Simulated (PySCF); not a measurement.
## Multinuclear NMR of C6H11N2P

Numbering as in the mapped SMILES `[CH3:1][N:2]=[P:3]1([NH:4][CH3:5])[CH:6]=[CH:7][CH:8]=[CH:9]1`. Hydrogens are named by the atom that carries them.

PySCF calculation with structure optimised with PBE0-D3(BJ)/def2-SVP and shielding tensors at PBE0/pcSseg-1 (GIAO); in vacuum, rapidly exchanging positions averaged, one conformer, relativity neglected.

(1) Where does $^{31}$P resonate?

(2) Predict the $^{15}$N NMR data.

Results:

(1) 
```json
{"atoms": "P3", "environment": "phosphorus bonded to 2 C, 2 N, in a 5-membered ring", "σ (ppm)": "304.3", "δ (ppm)": "17.4"}
```

Shieldings were converted by a linear fit to measured shifts: $^{31}$P (scatter 18.7 ppm rms vs H3PO4, solution or neat liquid). Occasional misses reach two or three times the rms, and more in compound classes unlike the fitted ones.

On a 500 MHz spectrometer $^{31}$P resonates near 202.4 MHz, so 1 ppm is 202.4 Hz.

(2) 
| atoms | environment | σ (ppm) | δ (ppm) |
| --- | --- | --- | --- |
| N2 | nitrogen bonded to C, P | 225.0 | -356.4 |
| N4 | nitrogen bonded to C, P, H | 228.8 | -359.9 |

Shieldings were converted by a linear fit to measured shifts: $^{15}$N (scatter 7.2 ppm rms vs CH3NO2, solution or neat liquid). Occasional misses reach two or three times the rms, and more in compound classes unlike the fitted ones.

On a 500 MHz spectrometer $^{15}$N resonates near 50.7 MHz, so 1 ppm is 50.7 Hz.
